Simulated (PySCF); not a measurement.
# Au: interval between two levels

Au [Xe] 4f14 5d10 6s1 [2S1/2, M_J = 1/2] → Au [Xe] 4f14 5d10 6p1 [2P3/2, M_J = 3/2], as a difference of total energies. Computed with PySCF 2.14 in x2c-TZVPall-2c (11s11p10d2f, 108 functions), with the two-component X2C-1e Hamiltonian. Correlated levels: [Kr] 4d10 4f14 frozen; the 34 highest virtual spinors dropped. "Screened" scales the spin-orbit matrix elements by Boettger's factors to mimic the two-electron term; Breit and QED terms are absent.

```json
{"method": "GHF (screened spin-orbit)", "interval between two levels (cm⁻¹)": "36197"}
{"method": "GMP2 (screened spin-orbit)", "interval between two levels (cm⁻¹)": "43335"}
```

Errors of the correlated levels include the incompleteness of this basis and the frozen core.

For comparison: 41175 cm⁻¹ (measured; NIST Handbook of Basic Atomic Spectroscopic Data (Sansonetti and Martin, J. Phys. Chem. Ref. Data 34, 1559 (2005))).
